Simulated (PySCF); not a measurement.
# Ionisation energy of P(2+) by level of theory

P(2+) [Ne] 3s2 3p1 (2P) → P(3+) [Ne] 3s2 (1S), as a difference of total energies. Computed with PySCF 2.14 in aug-cc-pVDZ-DK (5s4p2d, 27 functions), with scalar relativity by spin-free X2C-1e. Correlated levels: valence: [Ne] frozen. The calculations carry no spin-orbit coupling.

```json
{"method": "UHF", "ionisation energy (eV)": "29.561"}
{"method": "M06-L", "ionisation energy (eV)": "30.066"}
{"method": "MN15", "ionisation energy (eV)": "30.116"}
{"method": "MP2 (valence)", "ionisation energy (eV)": "29.738"}
{"method": "SCS-MP2 (valence)", "ionisation energy (eV)": "29.718"}
{"method": "CCSD (valence)", "ionisation energy (eV)": "29.840"}
{"method": "CCSD(T) (valence)", "ionisation energy (eV)": "29.856"}
```

How much does correlation contribute at CCSD(T) (valence)?

29.856 − (29.561) = 0.295 eV, measured against UHF.

The reference lies between the lowest fine-structure levels, while these numbers refer to the centres of the terms.

Errors of the correlated levels include the incompleteness of this basis and the frozen core.

For comparison: 30.203 eV (measured; NIST Atomic Spectra Database, ionization energies).
